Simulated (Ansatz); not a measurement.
Stepwise reaction of `[OH][InH2]` with ammonia, as a gas-phase model of exchange steps in deposition or etching. ΔE in kJ/mol; ΔG adds harmonic PBE0-D4 terms to CCSD(T)/CBS, at 1 bar.

Computed with Ansatz on PBE0-D4/def2-TZVP structures; ΔE is electronic, products minus reactants. CBS: MP2 limit from def2 TZ/QZ plus the TZ coupled-cluster correction, frozen cores. This one scheme is used for every species. Functionals use def2-TZVPP. B3LYP here is the variant with VWN-RPA as its local correlation; programs differ in this. Elements past krypton have def2 core potentials. For In outer-core shells are correlated without core-valence functions, which leaves a few kJ/mol of doubt a bond. Each species was taken in one conformer, which may not be the lowest.

```tsv
step	reaction	PBE-D4	B3LYP-D4	ωB97M-V	CCSD(T)/CBS	ΔG(400 K)
2	`[NH2][InH][OH]` + NH₃ → `[NH2][In]([NH2])[OH]` + H₂	24.1	25.5	27.5	17.2	14.8
```

(1) Give the row of step 1, `[OH][InH2]` + NH₃ → `[NH2][InH][OH]` + H₂. (An estimate is asked.)

(2) By hand: ΔE of the 2 steps together at CCSD(T)/CBS.

Answers

(1) Ansatz gave: 
```
step                                    reaction  PBE-D4  B3LYP-D4  ωB97M-V  CCSD(T)/CBS  ΔG(400 K)
   1  `[OH][InH2]` + NH₃ → `[NH2][InH][OH]` + H₂    11.2      12.1     13.4          3.2        0.6
```

(2) (3.2) + (17.2) = 20.4 kJ/mol, or 10.2 kJ/mol a step.

In ΔE each step is higher than the one before. ΔG lies between 0.6 and 14.8 kJ/mol a step. PBE-D4 differs from CCSD(T)/CBS by 6.9 to 8.0 kJ/mol a step. Isolated molecules leave out the surface, adducts and barriers. Largest T1 diagnostic: 0.017.
